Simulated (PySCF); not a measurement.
Si(F)3(Me) (CH3F3Si), SMILES C[Si](F)(F)F.

Geometry: ωB97X-D3(BJ)/def2-SVP.

Computed with TDA-CAM-B3LYP/def2-SVPD in PySCF.

Vertical excitations; the highest root listed may be one member of a degenerate set.  State labels are in the subgroup Cs.

| state | symmetry | energy (eV) | λ (nm) | f | main pairs |
|---|---|---|---|---|---|
| S1 | A' | 9.63 | 129 | 0.179 | HOMO→LUMO 97 % |
| S2 | A" | 10.85 | 114 | 0.055 | HOMO−2→LUMO, HOMO→LUMO+2 (degenerate set) |
| S3 | A' | 10.85 | 114 | 0.055 | HOMO−1→LUMO, HOMO→LUMO+3 (degenerate set) |
| S4 | A" | 11.01 | 113 | 0.000 | HOMO−3→LUMO 83 % |
| S5 | A' | 11.03 | 112 | 0.000 | HOMO→LUMO+3, HOMO−1→LUMO (degenerate set) |
| S6 | A" | 11.03 | 112 | 0.000 | HOMO→LUMO+2, HOMO−2→LUMO (degenerate set) |
| S7 | A' | 11.22 | 110 | 0.015 | HOMO→LUMO+1 91 % |
| S8 | A' | 11.65 | 106 | 0.031 | HOMO→LUMO+4, HOMO−4→LUMO (degenerate set) |
| S9 | A" | 11.65 | 106 | 0.031 | HOMO→LUMO+5, HOMO−5→LUMO (degenerate set) |
| S10 | A' | 11.68 | 106 | 0.134 | HOMO→LUMO+4 38 %, HOMO−4→LUMO 35 %, HOMO−1→LUMO+1 7 %, HOMO−7→LUMO 6 % |
| T1 | A' | 9.20 | 135 | 0 | HOMO→LUMO 92 % |
| T2 | A' | 10.16 | 122 | 0 | HOMO→LUMO+3, HOMO→LUMO+4 (degenerate set) |
| T3 | A" | 10.16 | 122 | 0 | HOMO→LUMO+2, HOMO→LUMO+5 (degenerate set) |
| T4 | A" | 10.51 | 118 | 0 | HOMO−2→LUMO 73 % |
Triplets are in the Tamm–Dancoff approximation.
